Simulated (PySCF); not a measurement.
CH₆OSn, SMILES [SnH3][O]C, singlet, CAM-B3LYP/def2-SVP optimised geometry.

```
9

Sn    -0.49    -1.88     0.00
O     -1.10     0.01     0.00
C     -0.77     0.89    -1.03
H      1.23    -1.88     0.00
H     -1.15    -2.50     1.44
H     -1.11    -2.63    -1.41
H     -1.16     0.57    -2.02
H      0.32     1.06    -1.14
H     -1.23     1.88    -0.82
```

Density from CAM-B3LYP/def2-TZVP, def2 effective core potentials past Kr (PySCF) at that geometry. The core electrons that the potentials of Sn replace are not part of the density.

Minimum of the electron density along straight lines between bonded atoms, close to the bond critical point (lines longer than 1.1 times the sum of covalent radii, or with two minima, are not listed):

```tsv
bond	length / Å	ρ at the minimum / e bohr⁻³	∇²ρ there / e bohr⁻⁵	position (fraction from the first atom)
Sn1–O2	1.985	0.117	0.45	0.51
O2–C3	1.396	0.272	-0.65	0.64
Sn1–H4	1.713	0.114	0.07	0.63
Sn1–H5	1.701	0.117	0.07	0.63
Sn1–H6	1.713	0.114	0.07	0.63
C3–H7	1.109	0.274	-0.94	0.64
C3–H8	1.109	0.274	-0.94	0.64
C3–H9	1.103	0.278	-0.97	0.65
```
